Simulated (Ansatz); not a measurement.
Computed with Ansatz on PBE0-D4/def2-TZVP structures; ΔE is electronic, products minus reactants. CCSD(T)/CBS is the MP2 limit (def2-TZVPP, def2-QZVPP) plus CCSD(T) − MP2 in def2-TZVPP, frozen cores. This one scheme is used for every species, atoms too. For atomizations the MP2-based limit and the directly extrapolated one differ by several kJ/mol either way, and by 10 to 25 for some Ge, Se and Sn compounds, so smaller differences from it don't rank the levels. Functionals use def2-TZVPP. B3LYP here is the variant with VWN-RPA as its local correlation; programs differ in this. HSE06 is defined as in plane-wave codes. No spin–orbit coupling; open shells (•) take unrestricted orbitals. Spin–orbit coupling would lower the free atoms: a little for C, Si; strongly for Te. Elements past krypton have def2 core potentials. For Te outer-core shells are correlated without core-valence functions, so the limit isn't a true one: a few kJ/mol of doubt a bond, and 10 to 20 or more in all where bonds break to atoms. Each species was taken in one conformer, which may not be the lowest.

Consider the atomization: `N[SiH2]C[TeH]` → C• + 7 H• + N• + Si• + Te•.

```
        level  ΔE (kJ/mol)  difference from CCSD(T)/CBS
  LDA (SPW92)       4015.2                        455.9
       PBE-D4       3570.8                         11.5
    revPBE-D4       3495.3                        -64.0
       B97M-V       3540.4                        -18.9
     B3LYP-D4       3544.6                        -14.7
      ωB97M-V       3540.5                        -18.8
       revPBE       3423.6                       -135.7
         BLYP       3475.5                        -83.8
       r2SCAN       3516.4                        -42.9
         PBE0       3499.5                        -59.8
      r2SCAN0       3472.5                        -86.8
        HSE06       3502.3                        -57.0
      LC-ωPBE       3489.8                        -69.5
CCSD/def2-SVP       3231.0                       -328.3
HF/def2-TZVPP       2504.0                      -1055.3
 HF/CBS(def2)       2512.7                      -1046.6
  CCSD(T)/CBS       3559.3                            0
```

Largest T1 diagnostic among the species: 0.012.

At CCSD(T), def2-SVP lies −294.7 kJ/mol from the extrapolated value and def2-TZVPP −114.7 kJ/mol: correlation converges slowly with the basis, and small sets miss more of it in the bonded molecule than in its fragments. In def2-TZVPP, CCSD(T) changes the Hartree–Fock value by +940.6 kJ/mol (the triples alone add +51.0 kJ/mol) and MP2 by +952.2 kJ/mol; breaking electron pairs costs correlation energy, which Hartree–Fock lacks. From PBE to PBE0 (25 % exact exchange), in def2-TZVPP and without D4, ΔE moves by −45.8 kJ/mol: exact exchange takes away binding that semilocal exchange gives to molecules.
